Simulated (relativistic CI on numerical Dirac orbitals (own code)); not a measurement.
## Hyperfine structure of Nd³³⁺, mass number 143

Method of calculation: Dirac-Coulomb-Breit CI, orbitals from a KLI potential per configuration, model QED (radiative potential, 1s self-energy scaled to tabulated hydrogen-like ionisation energies), unscaled Slater integrals (own radial code, finite nucleus).

Configuration list (outside the closed core [Ne]): 3s2 3p6 3d9, 3s2 3p5 3d10, 3s 3p6 3d10, 3s2 3p6 3d8 4s, 3s2 3p6 3d8 4p, 3s2 3p6 3d8 4d, 3s2 3p4 3d10 4s, 3s2 3p5 3d9 4s, 3s2 3p4 3d10 4p, 3s2 3p6 3d8 4f, 3s2 3p5 3d9 4p, 3s2 3p4 3d10 4d, 3s 3p5 3d10 4s, 3s2 3p6 3d7 4s2, 3s 3p5 3d10 4p, 3s2 3p6 3d7 4s 4p. Levels of other configurations are missing.

Nuclear spin I = 7/2, μ = -1.065 μN, Q = -0.61 b (tables of Stone and Pyykkö). The electronic factors are computed for point nuclear moments, without core polarisation or the Bohr-Weisskopf and QED corrections.

```tsv
Level	E (eV)	A (GHz)	B (GHz)
3s2 3p6 3d9 2D_5/2	0.000	-5.242	21.3
3s2 3p6 3d9 2D_3/2	23.411	-13.01	16.5
3s2 3p5 3d10 2P°_3/2	308.131	-25.85	99.6
3s2 3p5 3d10 2P°_1/2	417.758	-182.7	
3s 3p6 3d10 2S_1/2	588.142	-592.2	
3s2 3p6 3d8 4s 4F_9/2	874.029	-26.36	13.7
3s2 3p6 3d8 4s 2F_7/2	876.341	15.59	12.6
3s2 3p6 3d8 4s 2D_3/2	882.467	32.09	-7.53
```

Levels with J = 0, under 50 % of one LS term, or S terms without an open s electron are left out. Small factors come from cancelling terms and can be off by tens of per cent or more.

At this charge energies of transitions that change n are usually good to better than 1 %, and those within a shell (Δn = 0) to a few per cent.

Q: Give the hyperfine levels of 3s2 3p6 3d9 2D_5/2 relative to its centre of gravity.

A: With K = F(F + 1) − I(I + 1) − J(J + 1), E = AK/2 + B[¾K(K + 1) − I(I + 1)J(J + 1)]/[2I(2I − 1)J(2J − 1)]: F = 1: 70.4, F = 2: 53.82, F = 3: 31.24, F = 4: 5.399, F = 5: -20.05, F = 6: -40.54 GHz.

LS names give the leading component of a level, which can be under half, so a name can repeat, a term be missing and a line seem to break the LS rules.
